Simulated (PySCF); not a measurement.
CH₆ClFSi₂, SMILES F[Si@H](Cl)C[SiH3].

The structure is a stationary point at PBE0-D3(BJ)/def2-SVP. The structure was generated by enumeration; whether it is a known compound was not checked. The values are those of a single conformer.

Two levels are set side by side: TDA-PBE/def2-SVPD (PySCF) and TDA-M06-2X/def2-SVPD (PySCF). Vertical, same geometry. The lowest singlet is HOMO→LUMO 96 % with PBE and HOMO→LUMO+2 59 %, HOMO→LUMO+1 26 % with the other functional; states are paired by order. Differences are taken from unrounded values.

```tsv
quantity	TDA-PBE
lowest singlet excitation (eV)	7.16
lowest triplet excitation (TDA) (eV)	6.91
```

Task: These are the TDA-PBE values. What does TDA-M06-2X give? (An estimate is asked for; the answer gives what the named calculation found.)

Result: 
```csv
quantity,TDA-M06-2X,TDA-PBE minus TDA-M06-2X
lowest singlet excitation (eV),8.05,-0.89
lowest triplet excitation (TDA) (eV),7.74,-0.83
```

A lower first singlet is the usual sign of a functional without exact exchange. Differences between two approximate levels are no errors against the true value.

Rough cost on one machine, each run with all the roots and properties that it gave: TDA-M06-2X against TDA-PBE about 10 times.
